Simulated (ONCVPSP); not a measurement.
# As: one change to an ONCV potential, before and after

- Element: arsenic
- Generator: ONCVPSP 4.0.1
- Type: optimised norm-conserving Vanderbilt (ONCV)
- Functional: PBE
- Relativity: fully relativistic
- Frozen core: [Ar] 3d10
- Valence charge: 5
- Reference configuration: 4s2 4p2 (charge +1)
- Partial waves: 4s: rc 1.55 bohr, ncon 3, nbas 7, qcut 4 1/bohr, 2 projectors, debl 3.9 Ha; 4p: rc 2.00 bohr, ncon 3, nbas 7, qcut 3.4 1/bohr, 3 projectors, debl 3.4 Ha; d scattering state at 0.39 Ha: rc 1.95 bohr, ncon 3, nbas 6, qcut 5.3 1/bohr, 2 projectors, debl 2.5 Ha
- Local potential: polynomial inside 1.25 bohr (lpopt 5, dvloc0 1 Ha)
- Core correction: Teter function, fcfact 1.75, rcfact 1

Open shells are filled in proportion to 2j + 1.

Change: local potential polynomial inside 1.25 bohr (lpopt 5, dvloc0 4.5 Ha).

Cutoffs: the cutoffs (Ha) at which the residual kinetic energy of the hardest occupied pseudo-wave falls to 1 and 0.1 mHa per electron; they do not see the model core or the augmentation charge, which bear on the density cutoff. Errors are all-electron minus pseudo energies relative to the spin-unpolarised reference configuration.

How do hardness, ghosts and transferability respond?

The potential gets neither clearly harder nor softer (15 Ha and 54 Ha → 15 Ha and 54 Ha); the errors of the 4 common tests hardly move; neither file shows a bound ghost.

```csv
quantity,base,changed
"cutoff, loose",15 Ha,15 Ha
"cutoff, tight",54 Ha,54 Ha
bound ghosts,none,none
GHOST(+) flags under 300 eV,s at 122.2 eV,s at 158.2 eV
"error for 4s2 4p3, meV [ΔE -9.15 eV]",-4.7,-4.7
"error for 4s2 4p1, meV [ΔE 17.92 eV]",-8.1,-8.2
"error for 4s2 4p0, meV [ΔE 45.63 eV]",-31,-31
"error for 4s2 4p2.5, meV [ΔE -5.60 eV]",-1.8,-1.8
s: phases at 1.57 bohr within 0.05 rad from the reference energy up to (Ha; the scan ends near 5),4.3,to the end of the scan
p3/2: phases at 2.02 bohr within 0.05 rad from the reference energy up to (Ha; the scan ends near 5),to the end of the scan,to the end of the scan
p1/2: phases at 2.02 bohr within 0.05 rad from the reference energy up to (Ha; the scan ends near 5),to the end of the scan,to the end of the scan
d5/2: phases at 1.98 bohr within 0.05 rad from the reference energy up to (Ha; the scan ends near 5),4.2,4.3
d3/2: phases at 1.98 bohr within 0.05 rad from the reference energy up to (Ha; the scan ends near 5),4.1,4.2
"rms error of d²Exc/dni dnj with the model core, mHa",9.09,9.09
```

Base: The cutoffs count occupied waves only; projector 2 of the d channel, the hardest unoccupied one, needs 49 Ha at the loose tolerance. Changed file: The cutoffs count occupied waves only; projector 2 of the d channel, the hardest unoccupied one, needs 49 Ha at the loose tolerance.
